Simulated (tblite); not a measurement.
Compound: C₆H₈BF₂N.
Numbering: `[F:1][CH:2]([F:3])[BH2-:4][n+:5]1[cH:6][cH:7][cH:8][cH:9][cH:10]1` (hydrogens: H11 on C2; H12, H13 on B4; H14 on C6; H15 on C7; H16 on C8; H17 on C9; H18 on C10)

Structure used (GFN2-xTB), in Å, numbered top down from 1:
```xyz
18
C6H8BF2N angstrom
F     -2.0594   -0.1131    1.5710
C     -2.3816    0.1095    0.2513
F     -2.1495    1.4542    0.0728
B     -1.4830   -0.8178   -0.7692
N     -0.0319   -0.3876   -0.4034
C      0.5156    0.6768   -0.9844
C      1.7296    1.1947   -0.5771
C      2.4017    0.5894    0.4742
C      1.8223   -0.5187    1.0739
C      0.6059   -0.9757    0.6054
H     -3.4678   -0.0323    0.1687
H     -1.7193   -0.5238   -1.8931
H     -1.6399   -1.9640   -0.5115
H     -0.0494    1.1252   -1.7868
H      2.1359    2.0616   -1.0729
H      3.3494    0.9725    0.8194
H      2.3015   -1.0208    1.8989
H      0.1111   -1.8241    1.0512
```

Level: GFN2-xTB in tblite, geometry and Hessian alike; calculated harmonic values, unscaled, isolated species. This tight-binding method is rough: wavenumbers can miss measured ones by several per cent, in bad cases by 10 to 20. Modes of hydrogen on boron can be 10 to 20 % off. One conformer, not necessarily the lowest.

Harmonic wavenumbers (cm⁻¹): 39.8, 64.9, 67.6, 192.5, 242.8, 361.4, 370.8, 393.1, 469.6, 482.2, 606.4, 615.7, 679.8, 715.0, 752.5, 771.2, 827.0, 887.0, 912.2, 925.5, 933.4, 935.5, 998.9, 1006.8, 1040.9, 1053.9, 1092.5, 1111.2, 1124.4, 1163.7, 1199.6, 1231.7, 1240.5, 1271.1, 1272.8, 1312.2, 1422.8, 1443.1, 1566.7, 1590.8, 2513.6, 2518.4, 2906.2, 3097.3, 3105.3, 3108.2, 3115.2, 3117.2.

A = 2478, B = 978.6, C = 882.6 MHz; mass 143.072 u (most abundant isotopes); point group Cs, symmetry number 1.

Problem. Zero-point energy?

Solution. Half the sum of the wavenumbers: 28935 cm⁻¹ = 82.73 kcal/mol.

Problem. What is S at 350 K and 1 bar for an ideal gas of classical rigid rotors and harmonic oscillators?

Solution. Translation 41.61, rotation 29.88, vibration 31.07: S = 102.5 cal/(mol K).

Problem. And Cp and H(350 K) − H(0)?

Solution. Cp = 42.38 cal/(mol K), of which vibrations give 34.43 (their classical limit is 48 R = 95.4); H(350 K) − H(0) = 8.42 kcal/mol without the zero-point energy, 5.64 from vibrations.

Problem. How do the functions run with temperature in this model?

Solution. 
```tsv
T (K)	S (cal/(mol K))	Cp (cal/(mol K))	H − H(0) (kcal/mol)	G − H(0) (kcal/mol)	ln q(vib)
50	59.9	13.0	0.52	-2.47	0.71
100	70.0	16.5	1.26	-5.74	1.92
298.15	96.2	36.6	6.38	-22.31	6.33
373.15	105.3	44.9	9.43	-29.87	8.06
500	120.2	56.6	15.90	-44.19	11.07
750	146.3	71.7	32.11	-77.58	17.03
1000	168.3	80.9	51.28	-116.97	22.69
```

q(vib) and H(0) count from the zero-point level.

Problem. What must be added to the electronic energy to get the Gibbs energy at 350 K and 1 bar?

Solution. ZPE + [H(350 K) − H(0)] − T·S = 82.73 + 8.42 − 35.89 = 55.26 kcal/mol.

Problem. Blend soft modes into free rotors: weight 1/[1 + (100 cm⁻¹/ν̃)⁴] for the oscillator and the rest for a rotor with moment μB/(μ + B), μ = h/(8π²ν), B = 10⁻⁴⁴ kg m². What vibrational entropy results?

Solution. 27.51 cal/(mol K) in place of 31.07, which changes −T·S at 350 K by +1.24 kcal/mol.

Problem. Which modes carry the vibrational entropy at 350 K?

Solution. 39.8 cm⁻¹: 5.59; 64.9 cm⁻¹: 4.62; 67.6 cm⁻¹: 4.54; 192.5 cm⁻¹: 2.50; 242.8 cm⁻¹: 2.07; 361.4 cm⁻¹: 1.37 cal/(mol K); the other 42 give 10.37 together.

Hindered rotation and anharmonicity are outside this model. Other conformers, if any are populated, would add a mixing term that is left out.
